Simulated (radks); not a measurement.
Dy35+, 31 electrons, occupied as [Ar] 3d10 4s2 4p1. All-electron calculation, scalar-relativistic Kohn-Sham, PBE, spin-unpolarised, spherical densities, point nucleus. Program: a radial shooting solver on a logarithmic mesh with Libxc functionals.

Normalised radial functions P(r) = r R(r), r in bohr:

```
   r/bohr * 4s (the largest magnitude, 1.77, reaches the edge; | marks zero)
  0.00156                             |  *
 0.001759                             |  *
 0.001999                             |  *
 0.002254                             |   *
 0.002541                             |   *
 0.002865                             |   *
  0.00323                             |    *
 0.003642                             |    *
 0.004107                             |     *
  0.00463                             |     *
 0.005221                             |     *
 0.005886                             |      *
 0.006637                             |      *
 0.007483                             |      *
 0.008437                             |      *
 0.009513                             |      *
  0.01073                             |      *
  0.01209                             |      *
  0.01374                             |     *
   0.0155                             |     *
  0.01747                             |    *
   0.0197                             |   *
  0.02221                             | *
  0.02504                             *
  0.02824                           * |
  0.03184                         *   |
   0.0359                       *     |
  0.04047                     *       |
  0.04563                   *         |
  0.05145                  *          |
  0.05801                  *          |
  0.06541                  *          |
  0.07375                   *         |
  0.08315                      *      |
   0.0945                          *  |
   0.1066                             | *
   0.1201                             |      *
   0.1355                             |           *
   0.1527                             |              *
   0.1722                             |                *
   0.1942                             |               *
   0.2189                             |           *
   0.2468                             |     *
   0.2783                          *  |
   0.3138                  *          |
   0.3538          *                  |
   0.3989    *                        |
   0.4497  *                          |
   0.5071   *                         |
   0.5717       *                     |
   0.6498             *               |
   0.7326                  *          |
    0.826                       *     |
   0.9314                          *  |
     1.05                            *|
    1.184                            *|
    1.335                             *
    1.505                             *
```

4s: eigenvalue -1577.3 eV, 3 radial nodes at r = 0.0256, 0.102, 0.269 bohr, <r> = 0.467 bohr, 90 % of the charge inside 0.659 bohr.
